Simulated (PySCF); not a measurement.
**Ca⁺: ionisation energy**

Ca⁺ [Ar] 4s1 [4s1/2^1, M_J = 1/2] → Ca²⁺ [Ar], as a difference of total energies. Computed with PySCF 2.14 in x2c-SVPall-2c, with the two-component X2C-1e Hamiltonian. Correlated levels: [Ne] frozen; the 6 highest virtual spinors dropped. "Screened" scales the spin-orbit matrix elements by Boettger's factors to mimic the two-electron term; Breit and QED terms are absent.

```csv
method,ionisation energy (eV)
GHF (screened spin-orbit),11.307
GMP2 (screened spin-orbit),11.559
```

**Question.** How much does correlation contribute at GMP2 (screened spin-orbit)?

**Answer.** 11.559 − (11.307) = 0.252 eV, measured against GHF (screened spin-orbit).

Errors of the correlated levels include the incompleteness of this basis and the frozen core.

For comparison: 11.872 eV (measured; NIST Atomic Spectra Database, ionization energies).
